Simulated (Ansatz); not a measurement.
Ansatz (a program for electronic structure) input:

Ansatz 0.2 input:
```yaml
crystal:
  periodic: [false, false, false]
  atoms:
    - {symbol: B, position_ang: [-0.79352937, 0.07341225, -0.00687668]}
    - {symbol: N, position_ang: [0.75829670, -0.18305443, 0.03438040]}
    - {symbol: H, position_ang: [-1.31063212, -0.66990919, -0.85355781]}
    - {symbol: H, position_ang: [-1.11257612, 1.25287133, -0.29288637]}
    - {symbol: H, position_ang: [-1.28302308, -0.18833522, 1.10157951]}
    - {symbol: H, position_ang: [1.19392406, 0.45212424, 0.69991940]}
    - {symbol: H, position_ang: [1.17187716, 0.06756860, -0.86133418]}
basis:
  gaussian:
    orbitals: def2-TZVP
hamiltonian:
  xc: b3lyp
  dispersion: d3bj
total_charge: -1
phonons: {temperatures: {t_min: 298.15, t_max: 298.15, t_step: 100}}
```

Question: Which total energy does the run end on?

Answer: -82.67716 Eh (B3LYP-D3(BJ)/def2-TZVP). The basis has 92 functions. The run takes about 40 core-seconds (a rough figure).

It need not be the lowest isomer of its formula. Whether it binds its extra electron was not tested at this geometry.
